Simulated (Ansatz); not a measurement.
Wavefunction ladder for BrH2InOS, SMILES `[OH][In]([SH])[Br]`

Z-matrix (Å, degrees):
```
In
S 1 2.368
Br 1 2.442 2 120.6
O 1 1.971 2 124.3 3 -180.0
H 2 1.345 1 93.1 3 -179.9
H 4 0.961 1 113.1 2 -0.3
```

The species carries charge 0 and has multiplicity 1. Correlated methods include outer-core shells of Br, In, which these sets cover unevenly. Scalar relativity is left out up to krypton. In takes the def2 core potential. All single points use the PBE0-D4/def2-TZVP geometry. It is one conformer, not always the lowest. Frozen core, restricted reference, Ansatz 0.2.0.

```
     basis      HF (Eh)  MP2 corr.
  def2-SVP  -3234.78467   -0.63283
def2-TZVPP  -3235.34964   -0.97194
def2-QZVPP  -3235.41550   -1.51595
```

Question: Estimate the CCSD correlation energy and the (T) correction in each basis where they were run (hartree).

Answer: 
```json
{"basis": "def2-SVP", "CCSD corr.": "-0.65702", "(T)": "-0.01689"}
{"basis": "def2-TZVPP", "CCSD corr.": "-0.98604", "(T)": "-0.03698"}
```
